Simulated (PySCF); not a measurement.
**As⁺: excitation energy**

As⁺ [Ar] 3d10 4s2 4p2 (3P) → As⁺ [Ar] 3d10 4s1 4p2 4d1 (high-spin determinant), as a difference of total energies. All numbers are calculated (PySCF 2.14, the non-relativistic Hamiltonian (point nucleus), in dyall-av2z (16s12p8d, 92 functions)). Correlated levels: valence: [Ar] 3d10 frozen; virtual orbitals above 40 to 60 times the deepest correlated orbital energy dropped. The calculations carry no spin-orbit coupling.

| method | excitation energy (eV) |
| --- | --- |
| UHF | 16.833 |
| MP2 (valence) | 17.753 |
| SCS-MP2 (valence) | 18.057 |
| CCSD (valence) | 17.630 |
| CCSD(T) (valence) | 17.570 |

Q: How much does correlation contribute at CCSD(T) (valence)?

A: 17.570 − (16.833) = 0.737 eV, measured against UHF.

A first-order spin-orbit estimate (lowest level to lowest level, LS coupling) adds 0.030 eV.

The promoted electron is Rydberg-like, and one or two diffuse shells describe it only roughly, which tends to raise the upper state.

The coupled-cluster amplitudes are large for the upper state (T1 above 0.03 or a double amplitude above 0.15), so a single reference is strained.

The determinant of the upper state mixes LS terms, which raises its energy above the lowest term, most at the Hartree-Fock and MP2 levels.
